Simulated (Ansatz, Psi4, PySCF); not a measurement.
CHF₂ (SMILES F[CH-]F), charge -1, singlet, at a GFN2-xTB geometry (in this run its highest filled SCF level lies above zero, so its values depend strongly on the basis, on diffuse functions most of all). Base run: B3LYP5/cc-pVTZ (PySCF).

Geometry (Å):
```xyz
4

C     -0.1220    -0.0042     0.6451
F     -0.0235     1.1329    -0.2721
F      0.0031    -1.1307    -0.2819
H      0.9153     0.0059     1.1152
```
Charge -1, spin multiplicity 1.
All else is at PySCF's defaults.

The same geometry, method and basis name were run in Ansatz (a first-principles code) and Psi4 and PySCF, at each program's defaults and at the settings that a row names. The base is PySCF at its defaults. Differences at the defaults can come from grids, fitting, cores and function types together.

```tsv
code and settings	ΔE vs base (mEh)	basis functions	E (Eh)	SCF cycles
PySCF, defaults (exact integrals, its default grid, spherical functions)	0.000	104	-238.32251	9
Psi4, defaults (density fitting with its default set, its default grid, spherical functions)	-0.051	104	-238.32256	7
Ansatz, defaults (factorised integrals, its default grid, spherical functions)	0.005	104	-238.32251	-
PySCF, density fitting with def2-universal-jkfit	-0.044	104	-238.32256	9
PySCF, fine grid	0.001	104	-238.32251	9
Psi4, exact integrals, spherical functions, fine grid	-0.002	104	-238.32251	10
Ansatz, high accuracy	-0.001	104	-238.32251	-
```
